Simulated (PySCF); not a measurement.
BrH2InO2. Atoms are numbered in the order given.

```xyz
6

In    -0.0021    -0.6714     0.0000
Br    -0.0178     1.8141     0.0000
O     -1.7353    -1.6575     0.0000
H     -1.5780    -2.6139     0.0000
O      1.7131    -1.7016     0.0000
H      2.4806    -1.1109     0.0000
```

Coordinates come from a B3LYP-D3(BJ)/def2-SVP optimisation. The def2 effective core potentials stand for the cores of In; spin–orbit coupling is left out. One conformer was computed; it need not be the lowest.

Method: HF/def2-TZVP (PySCF).

Gas-phase values at a fixed geometry.

Computed frontier levels, gap, dipole moment and polarisability:
```
Quantity                                                                                                       Result
---------------------------------------------------------------------------------------------  ----------------------
highest occupied level                                                                                      -11.59 eV
lowest empty level                                                                                            0.80 eV
orbital gap                                                                                                  12.39 eV
dipole moment                                                                                               0.319 e·Å
quadrupole, principal values (traceless, Buckingham form, about the centre of nuclear charge)   -8.28, 0.65, 7.63 D·Å
mean static polarisability                                                                       53.7 bohr³ (7.96 Å³)
polarisability, principal values                                                               39.3, 53.2, 68.7 bohr³
```
